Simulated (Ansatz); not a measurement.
Basis sets compared for ZnBr2⁻. The state is a doublet with charge -1. Geometry PBE-D4/def2-TZVPD. Ansatz on 4 threads of AMD EPYC 7B13 on a shared host; times are rough, and most runs start from earlier orbitals.

Cartesian coordinates in Å:
```
Zn -0.652 0.215 0.450
Br -0.945 -1.226 -1.531
Br 1.597 1.011 1.081
```

The 6-31G sets use Cartesian d functions. At PBE-D4/def2-SVPD, PBE-D4/def2-TZVPD the highest occupied level of the charge -1 doublet lies above zero (up to 0.17 eV). By energy differences its removal costs 2.43 eV (vertical, to the charge 0 singlet, at PBE0-D4/def2-TZVPD). The structure comes from a short search, and lower isomers may exist.

```json
{"level": "HF/6-31G", "functions": "87", "energy (Eh)": "-6921.7693", "HOMO (eV)": "-2.56", "LUMO (eV)": "5.09", "wall time": "1.3 s"}
{"level": "PBE-D4/def2-SVPD", "functions": "116", "energy (Eh)": "-6925.9630", "HOMO (eV)": "0.17", "LUMO (eV)": "1.04", "wall time": "1.3 s"}
{"level": "PBE0-D4/def2-SVPD", "functions": "116", "energy (Eh)": "-6926.1696", "HOMO (eV)": "-0.64", "LUMO (eV)": "1.88", "wall time": "2.3 s"}
```

Problem. Estimate the rows for HF/def2-TZVPD, PBE-D4/def2-TZVPD, PBE0-D4/def2-TZVPD.

Solution. 
```json
{"level": "HF/def2-TZVPD", "functions": "165", "energy (Eh)": "-6922.8106", "HOMO (eV)": "-2.63", "LUMO (eV)": "3.98", "wall time": "2.5 s"}
{"level": "PBE-D4/def2-TZVPD", "functions": "165", "energy (Eh)": "-6926.8374", "HOMO (eV)": "0.17", "LUMO (eV)": "1.04", "wall time": "2.6 s"}
{"level": "PBE0-D4/def2-TZVPD", "functions": "165", "energy (Eh)": "-6927.0358", "HOMO (eV)": "-0.65", "LUMO (eV)": "1.91", "wall time": "4.9 s"}
```
